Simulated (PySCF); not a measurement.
One molecule, one basis, several functionals.

C4H7NSe.
Geometry (PBE0-D3(BJ)/def2-SVP, Å), atoms numbered from 1 in this order:
```xyz
13
C4H7NSe angstrom
C     -1.5488    0.7126   -0.0390
C     -1.0155   -0.6315    0.4148
Se     0.0819   -1.5794   -0.8980
C      1.7597   -0.6106   -0.6112
C      1.7649    0.7501   -1.1133
N      1.7520    1.8418   -1.4996
H     -2.1583    0.6093   -0.9485
H     -2.1821    1.1528    0.7486
H     -0.7412    1.4247   -0.2592
H     -1.8331   -1.3402    0.6206
H     -0.4230   -0.5574    1.3400
H      1.9973   -0.6145    0.4632
H      2.5367   -1.1949   -1.1263
```

PySCF, pcSseg-1 basis, density fitting, gas phase, PBE0-D3(BJ)/def2-SVP geometry. One functional is left out:

```json
{"functional": "B97-D", "exact exchange (%)": "0", "HOMO energy (eV)": "-5.54", "LUMO energy (eV)": "-1.45", "dipole moment (D)": "3.364"}
{"functional": "BLYP", "exact exchange (%)": "0", "HOMO energy (eV)": "-5.38", "LUMO energy (eV)": "-1.35", "dipole moment (D)": "3.372"}
{"functional": "BP86", "exact exchange (%)": "0", "HOMO energy (eV)": "-5.69", "LUMO energy (eV)": "-1.63", "dipole moment (D)": "3.384"}
{"functional": "LDA", "exact exchange (%)": "0", "HOMO energy (eV)": "-5.70", "LUMO energy (eV)": "-1.74", "dipole moment (D)": "3.458"}
{"functional": "OPBE", "exact exchange (%)": "0", "HOMO energy (eV)": "-5.60", "LUMO energy (eV)": "-1.40", "dipole moment (D)": "3.283"}
{"functional": "PBE", "exact exchange (%)": "0", "HOMO energy (eV)": "-5.57", "LUMO energy (eV)": "-1.51", "dipole moment (D)": "3.355"}
{"functional": "B97-2", "exact exchange (%)": "21", "HOMO energy (eV)": "-6.53", "LUMO energy (eV)": "-0.62", "dipole moment (D)": "3.417"}
{"functional": "PBE0", "exact exchange (%)": "25", "HOMO energy (eV)": "-6.78", "LUMO energy (eV)": "-0.56", "dipole moment (D)": "3.432"}
{"functional": "mPW1PW91", "exact exchange (%)": "25", "HOMO energy (eV)": "-6.81", "LUMO energy (eV)": "-0.58", "dipole moment (D)": "3.439"}
{"functional": "BHandHLYP", "exact exchange (%)": "50", "HOMO energy (eV)": "-7.81", "LUMO energy (eV)": "0.52", "dipole moment (D)": "3.524"}
```

Q: Predict the row of B3LYP (20 % exact exchange) by straight lines through the other rows, and check it.

A: 
| property | line | computed | computed − line | B97-2 (21 %), for comparison |
| --- | --- | --- | --- | --- |
| HOMO energy (eV) | -6.50 | -6.51 | -0.01 | -6.53 |
| LUMO energy (eV) | -0.72 | -0.76 | -0.04 | -0.62 |
| dipole moment (D) | 3.426 | 3.437 | +0.011 | 3.417 |

Q: Which of these properties follows the share of exact exchange most closely, and which least?

A: Most closely the HOMO energy, least the dipole moment; the correlations over the tabulated rows are HOMO energy -0.993, LUMO energy 0.987, dipole moment 0.770. The HOMO energy moves by -0.456 eV for every 10 %. Functionals with the same share still differ in their other parts: at 0 % BLYP and LDA differ by 0.32 eV in it.
